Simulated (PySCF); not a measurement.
Species: CH5Al2Cl2F.
Atom-mapped SMILES: `[CH3:1][Al@@H-:2]1[Cl+:3][Al@H-:4]([F:5])[Cl+:6]1` (hydrogens: H7, H8, H9 on C1; H10 on Al2; H11 on Al4)

Method: PySCF 2.14.0, PBE0-D3(BJ)/def2-SVP geometry optimisation, gas phase; density fitting, grid level 1; the optimiser is geomeTRIC in internal coordinates, started from a GFN2-xTB structure with every atom displaced at random (about 0.01 Å).

At the end of the run (lengths in Å): Al2–Cl3 2.339, Al2–Cl6 2.340, Al4–Cl6 2.280, Al4–H11 1.565, Cl3–Al4 2.279, Al4–F5 1.663, Al2–H10 1.577, Cl3–Al4–F5 107.0°, C1–Al2–Cl3 108.5°, Cl3–Al4–Cl6 91.4°, Al2–Cl3–Al4 90.1°, C1–Al2–Cl3–Al4 -108°, Al2–Cl3–Al4–F5 107°, Cl3–Al4–Cl6–Al2 1°, H7–C1–Al2–Cl3 -66°, H10–Al2–C1–H7 67°.

Question: These geometries were met on the way; a selection of coordinates is given. Order them by energy above the end point, lowest first.
A. Al2–Cl3 2.369, Al2–Cl6 2.356, Al4–Cl6 2.299, Al4–H11 1.570, Cl3–Al4 2.290, Al4–F5 1.678, Al2–H10 1.578, Cl3–Al4–F5 107.6°, C1–Al2–Cl3 109.1°, Cl3–Al4–Cl6 91.7°, Al2–Cl3–Al4 88.9°, C1–Al2–Cl3–Al4 -123°, Al2–Cl3–Al4–F5 120°, Cl3–Al4–Cl6–Al2 -11°, H7–C1–Al2–Cl3 -19°, H10–Al2–C1–H7 112°
B. Al2–Cl3 2.334, Al2–Cl6 2.351, Al4–Cl6 2.278, Al4–H11 1.565, Cl3–Al4 2.277, Al4–F5 1.660, Al2–H10 1.577, Cl3–Al4–F5 106.9°, C1–Al2–Cl3 108.2°, Cl3–Al4–Cl6 92.0°, Al2–Cl3–Al4 89.5°, C1–Al2–Cl3–Al4 -117°, Al2–Cl3–Al4–F5 116°, Cl3–Al4–Cl6–Al2 -7°, H7–C1–Al2–Cl3 -59°, H10–Al2–C1–H7 73°
C. Al2–Cl3 2.333, Al2–Cl6 2.334, Al4–Cl6 2.280, Al4–H11 1.564, Cl3–Al4 2.292, Al4–F5 1.666, Al2–H10 1.577, Cl3–Al4–F5 107.4°, C1–Al2–Cl3 108.7°, Cl3–Al4–Cl6 91.0°, Al2–Cl3–Al4 90.1°, C1–Al2–Cl3–Al4 -109°, Al2–Cl3–Al4–F5 109°, Cl3–Al4–Cl6–Al2 -1°, H7–C1–Al2–Cl3 -64°, H10–Al2–C1–H7 69°
D. Al2–Cl3 2.206, Al2–Cl6 2.221, Al4–Cl6 2.205, Al4–H11 1.499, Cl3–Al4 2.225, Al4–F5 1.626, Al2–H10 1.543, Cl3–Al4–F5 112.8°, C1–Al2–Cl3 111.6°, Cl3–Al4–Cl6 89.0°, Al2–Cl3–Al4 90.4°, C1–Al2–Cl3–Al4 -120°, Al2–Cl3–Al4–F5 122°, Cl3–Al4–Cl6–Al2 -8°, H7–C1–Al2–Cl3 -19°, H10–Al2–C1–H7 112°

Answer: C (0.003 eV), B (0.018 eV), A (0.056 eV), D (0.393 eV).

```
step  E above end (eV)  rms distance from the end, all atoms (Å)  largest force (eV/Å)  rms shift of all bonds from the end (Å)
  17             0.003                                     0.035                 0.122                                    0.005
  13             0.018                                     0.179                 0.175                                    0.004
   1             0.056                                     0.477                 0.443                                    0.013
   0             0.393                                     0.484                 1.660                                    0.066
```

Rows stand in the order of the answer.
